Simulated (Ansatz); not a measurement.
Basis sets compared for the cluster AgGe5⁺. Charge 1, multiplicity 1. Geometry PBE-D4/def2-SVP. Ansatz on 4 threads of Arm Neoverse V1 on a shared host; times are rough, and most runs start from earlier orbitals.

```xyz
6

Ag    0.941   -0.308    1.876
Ge   -0.455   -1.947    0.261
Ge    1.006    0.422   -1.114
Ge    0.530    2.319    0.455
Ge   -0.780   -0.984   -2.031
Ge   -1.243    0.498    0.552
```

In the def2 sets Ag takes a core potential; there is no spin–orbit coupling. The restricted singlet is unstable towards broken spin symmetry in Hartree–Fock (as tested in another run); at PBE-D4/def2-SVP, PBE0-D4/def2-SVP, PBE0-D4/def2-TZVP this wasn't settled. No other spin state of charge 1 was run. Another isomer (singlet) lies 0.58 eV lower at PBE0-D4/def2-TZVP; other spin states weren't run for this one.

```csv
level,functions,energy (Eh),HOMO (eV),LUMO (eV),wall time
PBE-D4/def2-SVP,191,-10529.0201,-9.68,-8.32,4.4 s
PBE0-D4/def2-SVP,191,-10529.2340,-10.42,-7.71,9 s
```

Problem. Estimate the rows for PBE-D4/def2-TZVP (with forces), PBE0-D4/def2-TZVP.

Solution. 
```tsv
level	functions	energy (Eh)	HOMO (eV)	LUMO (eV)	wall time
PBE-D4/def2-TZVP (with forces)	280	-10530.3679	-9.61	-8.27	8.5 s
PBE0-D4/def2-TZVP	280	-10530.5791	-10.34	-7.64	21 s
```
